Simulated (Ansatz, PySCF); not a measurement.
Ti(F)3(OH) (F3HOTi), SMILES [OH][Ti]([F])([F])[F], multiplicity 1.

Geometry: PBE0-D3(BJ)/def2-SVP. The geometry has at least one imaginary mode, so it is a saddle point at that level. The spin state was assumed, not searched. The structure was generated by enumeration; whether it is a known compound was not checked. The values are those of a single conformer.

Vertical ionisation energy (IE) and electron affinity (EA) in eV. Rows of orbital energies are one-electron estimates. Where ΔSCF, EOM or ADC give a negative EA the extra electron is unbound and the value depends on the basis.

```json
[
 {"level": "−ε(HOMO), −ε(LUMO), PBE0/def2-TZVP (PySCF)", "IE": "10.66", "EA": "2.22"},
 {"level": "−ε(HOMO), −ε(LUMO), PBE/def2-TZVP (PySCF)", "IE": "8.83", "EA": "3.15"},
 {"level": "ΔSCF, CAM-B3LYP/def2-SVPD (Ansatz), final states of multiplicity 2 and 2", "IE": "13.41", "EA": "0.36"},
 {"level": "ΔSCF, PBE/def2-SVPD (Ansatz), final states of multiplicity 2 and 2", "IE": "12.71", "EA": "-0.20"}
]
```

**Question.** What vertical singlet–triplet gap does ΔSCF give with CAM-B3LYP/def2-SVPD (Ansatz, a first-principles code) and with PBE/def2-SVPD (Ansatz)? (The exact figures need the calculation; the answer reports its results.)

**Answer.** 6.25 and 6.43 eV (triplet above singlet where positive).
